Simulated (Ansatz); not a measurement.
`CO[SiH](Br)O[SiH3]` + `C=C(S)Cl` → `C=C(Cl)S[SiH3]` + `CO[SiH](O)Br`  (ligand exchange at the Si–O bond)

Gas-phase electronic energies from Ansatz, PBE0-D4/def2-TZVP geometries. CBS: MP2 limit from def2 TZ/QZ plus the TZ coupled-cluster correction, frozen cores. DFT in def2-TZVPP. For Br outer-core shells are correlated without core-valence functions, which leaves a few kJ/mol of doubt a bond. Scalar relativity is left out up to krypton. Each species was taken in one conformer, which may not be the lowest.

| species | PBE0-D4 energy (Eh) |
| --- | --- |
| `CO[SiH](Br)O[SiH3]` | -3345.44044 |
| `C=C(S)Cl` | -936.05603 |
| `C=C(Cl)S[SiH3]` | -1226.65879 |
| `CO[SiH](O)Br` | -3054.82326 |

Task: Work out ΔE.

Result: ΔE = (-1226.65879) + (-3054.82326) − (-3345.44044) − (-936.05603) = 0.01442 Eh = +9.0 kcal/mol. CCSD(T)/CBS gives +11.6 kcal/mol.

Largest T1 diagnostic among the species: 0.012.

In def2-TZVPP, CCSD(T) changes the Hartree–Fock value by −5.2 kcal/mol (the triples alone add −1.1 kcal/mol) and MP2 by −6.0 kcal/mol. From PBE to PBE0 (25 % exact exchange), in def2-TZVPP and without D4, ΔE moves by +1.3 kcal/mol.
